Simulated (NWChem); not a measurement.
System: CH$_{5}$Cl$_{2}$FSi$_{2}$; SMILES Cl[SiH](Cl)C[SiH2]F

Output (shortened):

```
             Northwest Computational Chemistry Package (NWChem) 7.3.0
             --------------------------------------------------------

                             Geometry "geometry" -> ""
                             -------------------------

 Output coordinates in angstroms (scale by  1.889725989 to convert to a.u.)

  No.       Tag          Charge          X              Y              Z
 ---- ---------------- ---------- -------------- -------------- --------------
    1 Si                  14.0000     0.23251300    -2.26132400    -0.11392500
    2 F                    9.0000    -0.70381800    -3.57155500     0.12667100
    3 C                    6.0000    -0.80981400    -0.73961100     0.22110700
    4 Si                  14.0000    -0.15607700     0.84246300    -0.49674600
    5 Cl                  17.0000    -1.04411900     2.46986300     0.40338100
    6 Cl                  17.0000     1.88367000     0.92790900    -0.16159100
    7 H                    1.0000     1.38124600    -2.34516400     0.82428000
    8 H                    1.0000     0.68485800    -2.29184400    -1.53267400
    9 H                    1.0000    -1.81900100    -0.90530100    -0.19705400
   10 H                    1.0000    -0.92555800    -0.61644800     1.31129100
   11 H                    1.0000    -0.37709900     0.95008000    -1.95910400

 Effective nuclear repulsion energy (a.u.)     513.8285362576

                              NWChem Property Module
                              ----------------------

  itol2e modified to match energy
  convergence criterion.

                                 NWChem DFT Module
                                 -----------------

 Summary of "ao basis" -> "ao basis" (spherical)
 ------------------------------------------------------------------------------
       Tag                 Description            Shells   Functions and Types
 ---------------- ------------------------------  ------  ---------------------
 Si                          6-31g*                  8       18   4s3p1d
 F                           6-31g*                  6       14   3s2p1d
 C                           6-31g*                  6       14   3s2p1d
 Cl                          6-31g*                  8       18   4s3p1d
 H                           6-31g*                  2        2   2s

  itol2e modified to match energy
  convergence criterion.

            General Information
            -------------------
          SCF calculation type: DFT
          Wavefunction type:  closed shell.
          No. of atoms     :    11
          No. of electrons :    82
           Alpha electrons :    41
            Beta electrons :    41
          Charge           :     0
          Spin multiplicity:     1
          Use of symmetry is: off; symmetry adaption is: off
          Maximum number of iterations: 150
          AO basis - number of functions:   110
                     number of shells:    54
          Convergence on energy requested:  1.00D-07
          Convergence on density requested:  1.00D-05
          Convergence on gradient requested:  5.00D-04

              XC Information
              --------------
                         B3LYP Method XC Potential
                     Hartree-Fock (Exact) Exchange  0.200
                        Slater Exchange Functional  0.800 local
                    Becke 1988 Exchange Functional  0.720 non-local
              Lee-Yang-Parr Correlation Functional  0.810
                  VWN I RPA Correlation Functional  0.190 local

[...]

          -----------------------------------------
          Chemical Shielding Tensors (GIAO, in ppm)
          -----------------------------------------

                                NWChem CPHF Module
                                ------------------

  scftype          =     RHF
  nclosed          =       41
  nopen            =        0
  variables        =     2829
  # of vectors     =        3
  tolerance        = 0.10D-03
  level shift      = 0.00D+00
  max iterations   =       50
  max subspace     =       30

 SCF residual:    1.2242299401109375E-004

Iterative solution of linear equations
  No. of variables     2829
  No. of equations        3
  Maximum subspace       30
        Iterations       50
       Convergence  1.0D-04

   iter   nsub   residual    time
   ----  ------  --------  ---------
     1      3    3.60D-01      62.6
     2      6    8.27D-03      68.8
     3      9    3.96D-04      75.0
     4     12    2.01D-05      81.2

      Atom:    1  Si
        Diamagnetic
    878.1894      2.0439     -1.4178
      2.0439    887.7549     -0.8542
     -1.4178     -0.8542    874.0060

        Paramagnetic
   -469.9445     36.7132     -8.3321
     36.7132   -454.0998     -6.6318
     -8.3321     -6.6318   -520.9088

        Total Shielding Tensor
    408.2448     38.7570     -9.7499
     38.7570    433.6550     -7.4860
     -9.7499     -7.4860    353.0971

           isotropic =     398.3323
          anisotropy =      97.0033

          Principal Components and Axis System
                 1           2           3
              463.0012    380.5839    351.4119

      1         0.5870      0.7938      0.1593
      2         0.8025     -0.5965      0.0148
      3        -0.1067     -0.1191      0.9871

      Atom:    2  F
        Diamagnetic
    470.5335     13.5160     -2.6907
     13.5160    483.3088     -3.3411
     -2.6907     -3.3411    461.0227

        Paramagnetic
    -90.7466    -23.6272      7.1448
    -23.6272    -89.8137      8.9004
      7.1448      8.9004    -92.1673

        Total Shielding Tensor
    379.7869    -10.1112      4.4541
    -10.1112    393.4951      5.5593
      4.4541      5.5593    368.8554

           isotropic =     380.7125
          anisotropy =      27.6351

          Principal Components and Axis System
                 1           2           3
              399.1359    378.6307    364.3709

      1        -0.4430      0.7763     -0.4485
      2         0.8911      0.3263     -0.3153
      3         0.0984      0.5393      0.8363

      Atom:    3  C
        Diamagnetic
    249.5722      0.3081     -2.5304
      0.3081    264.8552     -3.3570
     -2.5304     -3.3570    245.4692

        Paramagnetic
    -65.4934      5.1815     -8.2727
      5.1815    -68.3648     -0.8151
     -8.2727     -0.8151    -86.1248

        Total Shielding Tensor
    184.0788      5.4896    -10.8031
      5.4896    196.4904     -4.1721
    -10.8031     -4.1721    159.3444

           isotropic =     179.9712
          anisotropy =      30.3353

          Principal Components and Axis System
                 1           2           3
              200.1948    184.5263    155.1926

      1         0.4358      0.8327      0.3416
      2         0.8764     -0.4790      0.0494
      3        -0.2048     -0.2779      0.9385

      Atom:    4  Si
        Diamagnetic
    885.0545     -2.1082     -0.6649
     -2.1082    885.4125      1.7475
     -0.6649      1.7475    875.5623

        Paramagnetic
   -501.4275     10.2009    -11.5711
     10.2009   -487.8788      3.1150
    -11.5711      3.1150   -528.5835

        Total Shielding Tensor
    383.6270      8.0927    -12.2359
      8.0927    397.5336      4.8625
    -12.2359      4.8625    346.9787

           isotropic =     376.0465
          anisotropy =      37.8205

          Principal Components and Axis System
                 1           2           3
              401.2601    384.5134    342.3658

      1         0.4256      0.8520      0.3050
      2         0.9048     -0.4062     -0.1279
      3        -0.0149     -0.3304      0.9437

      Atom:    5  Cl
        Diamagnetic
   1147.1391     -4.2835     -2.0909
     -4.2835   1151.9278      3.4651
     -2.0909      3.4651   1145.0665

        Paramagnetic
   -229.5523    -46.1973    -15.5449
    -46.1973   -237.2765     71.8396
    -15.5449     71.8396   -361.0498

        Total Shielding Tensor
    917.5867    -50.4808    -17.6358
    -50.4808    914.6513     75.3047
    -17.6358     75.3047    784.0168

           isotropic =     872.0850
          anisotropy =     175.1574

          Principal Components and Axis System
                 1           2           3
              988.8566    877.9064    749.4919

      1        -0.5990      0.8001     -0.0319
      2         0.7335      0.5323     -0.4227
      3         0.3212      0.2766      0.9057

      Atom:    6  Cl
        Diamagnetic
   1154.7210      0.7144      0.9715
      0.7144   1145.9743      0.0311
      0.9715      0.0311   1142.6144

        Paramagnetic
   -162.3598    -26.9841     -6.6709
    -26.9841   -273.1361     59.4434
     -6.6709     59.4434   -362.8591

        Total Shielding Tensor
    992.3612    -26.2696     -5.6994
    -26.2696    872.8381     59.4745
     -5.6994     59.4745    779.7554

           isotropic =     881.6516
          anisotropy =     176.7797

          Principal Components and Axis System
                 1           2           3
              999.5047    894.8453    750.6047

      1         0.9658      0.2579     -0.0269
      2        -0.2429      0.8635     -0.4420
      3        -0.0908      0.4334      0.8966

      Atom:    7  H
        Diamagnetic
     32.6310     -1.3010      7.0815
     -1.3010     27.4264     -1.9141
      7.0815     -1.9141     27.1601

        Paramagnetic
     -3.8988      0.9095     -3.7700
      0.9095     -0.3454      0.7323
     -3.7700      0.7323     -2.8815

[...]
```

Level: B3LYP/6-31G* (spherical d), GIAO. Structure relaxed at the PBE0/def2-SVP level. The printed shielding anisotropy is the first printed principal value minus the mean of the other two.

Problem. Which NWChem input produces such a log?

Solution. This is not unique; one that fits is the input that was run:
```
start job
memory heap 200 mb stack 900 mb global 1100 mb
geometry units angstroms noautosym nocenter noautoz
  Si     0.232513    -2.261324    -0.113925
  F     -0.703818    -3.571555     0.126671
  C     -0.809814    -0.739611     0.221107
  Si    -0.156077     0.842463    -0.496746
  Cl    -1.044119     2.469863     0.403381
  Cl     1.883670     0.927909    -0.161591
  H      1.381246    -2.345164     0.824280
  H      0.684858    -2.291844    -1.532674
  H     -1.819001    -0.905301    -0.197054
  H     -0.925558    -0.616448     1.311291
  H     -0.377099     0.950080    -1.959104
end
basis spherical
  * library 6-31g*
end
dft
  xc b3lyp
  iterations 150
end
property
  shielding
end
task dft property
```
